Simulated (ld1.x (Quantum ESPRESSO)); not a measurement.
# Scattering properties, RRKJ potential for oxygen

- Element: oxygen
- Generator: ld1.x (Quantum ESPRESSO) 7.5
- Type: norm-conserving RRKJ (Kleinman–Bylander form)
- Functional: PBE
- Relativity: scalar-relativistic
- Frozen core: [He]
- Valence charge: 6
- Reference configuration: 2s2 2p4
- Partial waves: 2s (bound): rc 0.80 bohr; 2p (bound): rc 1.35 bohr
- Local potential: the p channel
- Core correction: Bessel-smoothed model core inside 0.35 bohr

The phase is arctan(r·u′/u) with u = r·R(r), unwrapped; energies in Ry, scanned from -4 to 5 Ry. A pole is an energy at which the radial function vanishes at the test radius. The pseudo phase is shifted by a multiple of π to meet the all-electron one at the reference energy, and phase errors are pseudo minus all-electron; the curves can meet again beyond the range given. Levels narrower than the energy grid can be missing from the lists of poles.

| channel | radius (bohr) | reference energy (Ry) | poles, all-electron | poles, pseudo | unbroken range about the reference energy with phases within 0.05 rad | phase error 1 Ry above the reference energy (rad) |
| --- | --- | --- | --- | --- | --- | --- |
| s | 1.50 | -1.76 | 0.14 | 0.17 | the whole range | +0.002 |
| p | 1.50 | -0.66 | 1.00 | 1.05 | below 4.1 | +0.005 |

Phases in the s channel:

| E (Ry) | all-electron | pseudo |
| --- | --- | --- |
| -4.00 | 1.013 | 1.016 |
| -3.52 | 0.882 | 0.886 |
| -3.04 | 0.641 | 0.645 |
| -2.56 | 0.151 | 0.155 |
| -2.08 | -0.572 | -0.572 |
| -1.60 | -1.066 | -1.066 |
| -1.12 | -1.311 | -1.310 |
| -0.64 | -1.446 | -1.444 |
| -0.16 | -1.531 | -1.528 |
| 0.32 | -1.591 | -1.588 |
| 0.80 | -1.639 | -1.634 |
| 1.28 | -1.678 | -1.673 |
| 1.76 | -1.714 | -1.707 |
| 2.24 | -1.747 | -1.738 |
| 2.72 | -1.781 | -1.770 |
| 3.20 | -1.816 | -1.802 |
| 3.68 | -1.854 | -1.837 |
| 4.16 | -1.898 | -1.876 |
| 4.64 | -1.950 | -1.921 |
